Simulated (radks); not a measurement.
The numbers below are computed, except where a source is named.
Spin polarisation of the 6p1 shell in Tl. Start: [Hg] 6p(up 0.5, down 0.5); electrons of 6p are moved from spin down to spin up, other shells keep equal spins. Level of theory: non-relativistic Kohn-Sham, r2SCAN, spin-polarised, spherical densities, point nucleus; meta-GGA in the generalised Kohn-Sham scheme (a radial shooting solver on a logarithmic mesh with Libxc functionals).

[
 {"moment (Bohr magnetons)": "0", "E - E(0) (eV)": "0.000", "e(6p up) (eV)": "-2.548", "e(6p down) (eV)": "-2.548", "6s down minus up (eV)": "0.000"},
 {"moment (Bohr magnetons)": "0.25", "E - E(0) (eV)": "-0.014", "e(6p up) (eV)": "-2.656", "e(6p down) (eV)": "-2.428", "6s down minus up (eV)": "0.192"},
 {"moment (Bohr magnetons)": "0.5", "E - E(0) (eV)": "-0.057", "e(6p up) (eV)": "-2.752", "e(6p down) (eV)": "-2.289", "6s down minus up (eV)": "0.383"},
 {"moment (Bohr magnetons)": "0.75", "E - E(0) (eV)": "-0.131", "e(6p up) (eV)": "-2.838", "e(6p down) (eV)": "-2.116", "6s down minus up (eV)": "0.570"},
 {"moment (Bohr magnetons)": "1", "E - E(0) (eV)": "-0.243", "e(6p up) (eV)": "-2.920", "e(6p down) (eV)": "-1.787", "6s down minus up (eV)": "0.757"}
]

At moment 1 the spin-polarisation energy is -0.243 eV and the 6p exchange splitting 1.133 eV, that is 1.133 eV per Bohr magneton; E = -I m^2/4 would give I = 0.972 eV.
